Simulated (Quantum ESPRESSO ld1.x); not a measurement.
Values are calculated unless marked as measured or tabulated.
H, configuration 1s0.75 2p0.25 (fractional occupations, a model configuration). Level of theory: Dirac Kohn-Sham, Engel-Vosko exchange with Perdew-Wang LDA correlation, spin-unpolarised, spherical densities, point nucleus; open shells fill j = l - 1/2 first (ld1.x of Quantum ESPRESSO 7.5).

Normalised radial functions P(r) = r R(r) (large component), r in bohr:

```
   r/bohr * 1s1/2, o 2p1/2, + 2p3/2 (the largest magnitude, 0.741, reaches the edge; | marks zero, & curves that meet)
   0.1375 &                  *
   0.1526 &                    *
   0.1693 &                      *
   0.1864 &                        *
   0.2068 &                          *
   0.2295 &                            *
   0.2526 &                              *
   0.2803 |&                                *
   0.3085 |&                                  *
   0.3423 |&                                    *
   0.3798 |&                                       *
   0.4181 |&                                         *
   0.4639 |&                                            *
   0.5148 | &                                             *
   0.5667 | &                                               *
   0.6288 | &                                                 *
   0.6977 |  &                                                 *
    0.768 |  &                                                  *
   0.8521 |   &                                                  *
    0.938 |   &                                                  *
    1.041 |    &                                                 *
    1.155 |     &                                               *
    1.271 |      &                                            *
    1.411 |       &                                         *
    1.565 |        &                                     *
    1.723 |         &                                 *
    1.912 |           &                           *
    2.104 |            &                       *
    2.335 |              &                *
    2.591 |                &          *
    2.852 |                 &     *
    3.165 |                   &
    3.511 |               *     &
    3.865 |            *         &
    4.289 |         *              &
    4.759 |      *                 &
    5.238 |    *                    &
    5.812 |  *                     &
    6.398 | *                      &
    7.099 |*                      &
    7.877 |*                     &
    8.671 *                    &
    9.621 *                   &
    10.68 *                 &
    11.75 *               &
    13.04 *             &
    14.47 *          &
    15.93 *        &
    17.67 *      &
    19.45 *    &
    21.59 *  &
    23.95 * &
    26.36 *&
    29.25 &
```

1s1/2: eigenvalue -9.555 eV, 0 radial nodes, <r> = 1.49 bohr, 90 % of the charge inside 2.70 bohr. 2p1/2: eigenvalue -0.869 eV, 0 radial nodes, <r> = 7.81 bohr, 90 % of the charge inside 13.2 bohr. 2p3/2 (empty): eigenvalue -0.869 eV, 0 radial nodes, <r> = 7.81 bohr, 90 % of the charge inside 13.2 bohr.
